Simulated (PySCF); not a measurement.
PySCF 2.14 output of a UHF calculation on a single atom or ion in aug-cc-pV(Q+d)Z with one added diffuse shell each of s, p, d, f, g type (8s7p6d4f3g, 114 functions), with no relativity, point nucleus:

```
SCF conv_tol = 1e-09
number electrons alpha = 7  beta = 5
cycle= 1 E= -241.284037083489  delta_E= -3.65e-05  |g|= 0.0016  |ddm|= 0.00407
cycle= 2 E= -241.284037509307  delta_E= -4.26e-07  |g|= 0.000186  |ddm|= 0.00226
cycle= 3 E= -241.28403751634  delta_E= -7.03e-09  |g|= 8.36e-06  |ddm|= 0.000498
cycle= 4 E= -241.28403751641  delta_E= -6.92e-11  |g|= 9.69e-07  |ddm|= 5.55e-05
converged SCF energy = -241.28403751641  <S^2> = 2.0000163  2S+1 = 3.0000108
```

The run itself started from symmetry-adapted Hartree-Fock orbitals and held the occupation by maximum overlap, so the iterations belong to that start.

Which element, charge and spin multiplicity is this?

Al⁺ (aluminium, charge +1), multiplicity 3; the state was [Ne] 3p2, high-spin 3P determinant (an excited configuration).
